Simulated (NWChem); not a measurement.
Molecule: C$_{5}$H$_{6}$; SMILES CC(=C)C#C

Results from NWChem. Pople sets run with spherical d functions. B3LYP is NWChem's, with the RPA form of VWN correlation. Each level has its own optimisation; frequencies are unscaled. Brackets give each atom's bonded neighbours.

```csv
level,r C–C [C(CC)–C(CH)] (Å),r C–H [C(CH)–H(C)] (Å),r C–C [C(CC)–C(CCC)] (Å),r C–C [C(CCC)–C(CHH)] (Å),highest harmonic frequency (cm⁻¹),lowest (cm⁻¹),zero-point energy (kcal/mol),dipole (D)
Hartree-Fock/STO-3G,1.172,1.064,1.464,1.317,3947,161,66.5,0.38
Hartree-Fock/3-21G,1.190,1.051,1.438,1.322,3662,189,60.9,0.48
Hartree-Fock/6-31G*,1.189,1.056,1.446,1.324,3662,194,60.4,0.44
B3LYP/6-31G*,1.211,1.066,1.433,1.344,3496,179,56.1,0.43
"LDA (Slater exchange, VWN5)/def2-SVP",1.223,1.084,1.420,1.349,3394,178,54.2,0.52
PBE/def2-SVP,1.227,1.081,1.434,1.357,3407,173,54.3,0.51
BLYP/def2-SVP,1.226,1.079,1.439,1.360,3396,173,54.1,0.48
PBE0/def2-SVP,1.214,1.074,1.433,1.344,3489,178,56.2,0.50
```
